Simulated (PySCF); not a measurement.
A side-by-side comparison of computed properties.

First species: C₆H₁₃P.
Geometry (GFN2-xTB, Å), atoms numbered from 1 in this order:
```xyz
20
C6H13P angstrom
C     -2.379    0.519   -1.289
C     -1.253   -0.129   -0.490
C     -1.648   -0.295    0.974
P      0.290    0.935   -0.610
C      1.524   -0.315   -0.066
C      2.059   -0.230    1.336
C      2.934    0.139    0.185
H     -2.608    1.505   -0.890
H     -2.098    0.631   -2.336
H     -3.280   -0.090   -1.238
H     -1.025   -1.114   -0.919
H     -0.852   -0.779    1.538
H     -2.549   -0.902    1.060
H     -1.846    0.677    1.423
H      0.474    0.693   -1.982
H      1.391   -1.309   -0.485
H      2.256   -1.151    1.865
H      1.697    0.567    1.969
H      3.740   -0.526   -0.090
H      3.165    1.184    0.042
```

Second species: 3-acetylpyridine, C7H7NO.
SMILES: `CC(=O)c1cccnc1`

Levels: PBE0/def2-SVPD for dipole moment, HOMO energy, LUMO energy, HOMO–LUMO gap, static isotropic polarisability and electronic spatial extent ⟨r²⟩ about the centre of nuclear charge; TDDFT PBE0/def2-SVPD for lowest singlet excitation; TDA PBE0/def2-SVPD for lowest triplet excitation (Tamm–Dancoff); GFN2-xTB for rotational constant A and rotational constant C. Geometries: GFN2-xTB. Each species is one conformer at its optimised geometry, gas phase, non-relativistic unless stated; the electronic structure was computed with PySCF and density fitting.

The conformers computed, where there is a choice (atom-mapped SMILES and torsion angles):
- `[CH3:1][CH:2]([CH3:3])[PH:4][CH:5]1[CH2:6][CH2:7]1`: C1–C2–P4–C5 -163°, C2–P4–C5–C6 -103°
- `[CH3:1][C:2](=[O:3])[c:4]1[cH:5][cH:6][cH:7][n:8][cH:9]1`: C1–C2–C4–C5 180°

Values for the first species:

| Property | Result |
| --- | --- |
| Dipole moment | 1.36 D |
| HOMO energy | -6.85 eV |
| LUMO energy | 0.59 eV |
| HOMO–LUMO gap | 7.44 eV |
| Lowest singlet excitation | 6.38 eV |
| Lowest triplet excitation (Tamm–Dancoff) | 5.36 eV |
| Static isotropic polarisability | 97.2 au |
| Electronic spatial extent ⟨r²⟩ about the centre of nuclear charge | 1199 bohr² |
| Rotational constant A | 4.449 GHz |
| Rotational constant C | 1.057 GHz |

Estimate the same properties for the second species, and the change in each.

```json
{"property": "dipole moment", "first": "1.36 D", "second": "1.04 D", "second less first": "-0.32 D"}
{"property": "HOMO energy", "first": "-6.85 eV", "second": "-7.50 eV", "second less first": "-0.65 eV"}
{"property": "LUMO energy", "first": "0.59 eV", "second": "-2.03 eV", "second less first": "-2.62 eV"}
{"property": "HOMO–LUMO gap", "first": "7.44 eV", "second": "5.47 eV", "second less first": "-1.97 eV"}
{"property": "lowest singlet excitation", "first": "6.38 eV", "second": "3.73 eV", "second less first": "-2.65 eV"}
{"property": "lowest triplet excitation (Tamm–Dancoff)", "first": "5.36 eV", "second": "3.26 eV", "second less first": "-2.10 eV"}
{"property": "static isotropic polarisability", "first": "97.2 au", "second": "88.8 au", "second less first": "-8.4 au"}
{"property": "electronic spatial extent ⟨r²⟩ about the centre of nuclear charge", "first": "1199 bohr²", "second": "1188 bohr²", "second less first": "-11 bohr²"}
{"property": "rotational constant A", "first": "4.449 GHz", "second": "3.790 GHz", "second less first": "-0.659 GHz"}
{"property": "rotational constant C", "first": "1.057 GHz", "second": "0.946 GHz", "second less first": "-0.111 GHz"}
```

On the first: The 8 singlets span 6.38 to 7.62 eV, and their oscillator strengths add up to 0.30. The dipole matches unit charges of opposite sign 0.28 Å apart (1 e·Å = 4.8032 D).

On the second: S1 lies 1.74 eV below the HOMO–LUMO gap; its leading configuration is HOMO→LUMO, weight 0.85.
